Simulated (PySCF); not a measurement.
# How methods differ on the ionisation energy of P²⁺

P²⁺ [Ne] 3s2 3p1 (2P) → P³⁺ [Ne] 3s2 (1S), as a difference of total energies. Computed with PySCF 2.14 in x2c-SVPall (4s3p1d, 18 functions), with scalar relativity by spin-free X2C-1e. Correlated levels: valence: [Ne] frozen. The calculations carry no spin-orbit coupling.

```csv
method,ionisation energy (eV)
UHF,29.504
PBE0,30.230
TPSS,30.335
MP2 (valence),29.687
SCS-MP2 (valence),29.668
CCSD (valence),29.797
CCSD(T) (valence),29.814
```

Problem. How much does correlation contribute at CCSD(T) (valence)?

Solution. 29.814 − (29.504) = 0.310 eV, measured against UHF.

The reference lies between the lowest fine-structure levels, while these numbers refer to the centres of the terms.

Errors of the correlated levels include the incompleteness of this basis and the frozen core.

For comparison: 30.203 eV (measured; NIST Atomic Spectra Database, ionization energies).
